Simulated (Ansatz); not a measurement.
H$_{7}$SSbSi$_{2}$, SMILES `[SiH3][S][SbH][SiH3]`, relaxed with RKS PBE0-D4/def2-TZVP in Ansatz from a PBE-D4/def2-SVP geometry. The force threshold is 0.005 eV/Å; the program also tests the step.

Charge 0, multiplicity 1. Sb: def2 effective core potential.

Start:

```xyz
11

Si   -2.229    0.775    0.475
S    -0.741   -0.425    1.473
Sb    1.266    0.911    0.787
Si    1.757   -0.860   -1.065
H    -2.004    0.826   -1.015
H    -3.549    0.114    0.756
H    -2.253    2.192    0.987
H     2.262    0.048    1.917
H     1.785   -2.245   -0.481
H     0.641   -0.754   -2.070
H     3.065   -0.582   -1.764
```

Problem. By how much does the energy fall, and how many steps does the optimiser take? (An estimate is asked.)

Solution. Computed: 6.40 kJ/mol, in 24 steps, 1 of them rejected.

Problem. Which bonds change most? (An estimate is asked.)

Solution. Computed: S2–Sb3 from 2.507 to 2.442 Å; Sb3–Si4 from 2.609 to 2.576 Å; Si1–S2 from 2.157 to 2.130 Å; Sb3–H8 from 1.735 to 1.711 Å.

Problem. Give the relaxed structure. (An estimate is asked.)

Solution. The calculation gave: 
```xyz
11

Si   -2.402    0.904    0.656
S    -0.881   -0.559    0.948
Sb    1.009    0.845    0.298
Si    2.017   -1.057   -1.118
H    -2.422    1.393   -0.748
H    -3.691    0.237    0.969
H    -2.210    2.074    1.553
H     1.960    0.397    1.649
H     1.967   -2.343   -0.379
H     1.225   -1.163   -2.369
H     3.428   -0.727   -1.458
```
